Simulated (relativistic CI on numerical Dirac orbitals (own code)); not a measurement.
Calculated at this level of theory: Dirac-Coulomb-Breit CI, KLI orbitals optimised for each configuration, model QED (radiative potential, 1s self-energy scaled to tabulated hydrogen-like ionisation energies), unscaled Slater integrals (own radial code, finite nucleus).

Configuration list (outside the closed core 1s2): 2s²2p⁶, 2s²2p⁵3s, 2s²2p⁵3p, 2s²2p⁵3d, 2s2p⁶3s, 2s2p⁶3p, 2s2p⁶3d, 2s²2p⁵4s, 2s²2p⁵4p, 2s²2p⁵4d, 2s²2p⁵4f, 2s²2p⁴3s², 2s2p⁶4s, 2s²2p⁴3s3p, 2s²2p⁵5s, 2s2p⁶4p, 2s²2p⁵5p, 2s²2p⁴3s3d, 2s2p⁶4d, 2s²2p⁵5d, 2s²2p⁴3p², 2s²2p⁵5f, 2s²2p⁵5g, 2s2p⁶4f, 2s²2p⁴3p3d, 2s2p⁵3s², 2s²2p⁴3d², 2s2p⁵3s3p, 2s2p⁵3s3d, 2s2p⁵3p², 2s2p⁶5s, 2s2p⁶5p, 2s2p⁵3p3d, 2s2p⁶5d, 2s2p⁶5f, 2s2p⁶5g. Levels of other configurations are missing.

At this charge energies of transitions that change n are usually good to better than 1 %, and those within a shell (Δn = 0) to a few per cent.

Outline of the computed level scheme of Hf LXIII. Lowest level of each configuration: 2s²2p⁶ ¹S0 at 0.0 eV; 2s²2p⁵3s ³P°2 at 7834.4 eV; 2s²2p⁵3p ³P1 at 7977.1 eV; 2s²2p⁵3d ³P°0 at 8464.2 eV; 2s2p⁶3s ³S1 at 9507.6 eV; 2s2p⁶3p ³P°1 at 9665.2 eV; 2s2p⁶3d ³D1 at 10162.0 eV; 2s²2p⁵4s ³P°2 at 10946.9 eV; 2s²2p⁵4p ³P1 at 11005.8 eV.

Some strong electric-dipole decays among the lowest 45 levels: 2s²2p⁵3d ¹P°1 → 2s²2p⁶ ¹S0 (2.5e+15 s⁻¹); 2s²2p⁵3d ³D°1 → 2s²2p⁶ ¹S0 (1.2e+15 s⁻¹); 2s2p⁶3p ³P°1 → 2s²2p⁶ ¹S0 (7.3e+14 s⁻¹); 2s2p⁶3p ¹P°1 → 2s²2p⁶ ¹S0 (4.0e+14 s⁻¹); 2s²2p⁵3s ¹P°1 → 2s²2p⁶ ¹S0 (1.4e+14 s⁻¹); 2s²2p⁵3d ³P°1 → 2s²2p⁶ ¹S0 (6.4e+13 s⁻¹); 2s²2p⁵4p ³P1 → 2s²2p⁵3s ³P°2 (4.9e+13 s⁻¹); 2s²2p⁵4s ¹P°1 → 2s²2p⁶ ¹S0 (4.7e+13 s⁻¹).

LS names give the leading component of a level, which can be under half, so a name can repeat, a term be missing and a line seem to break the LS rules.
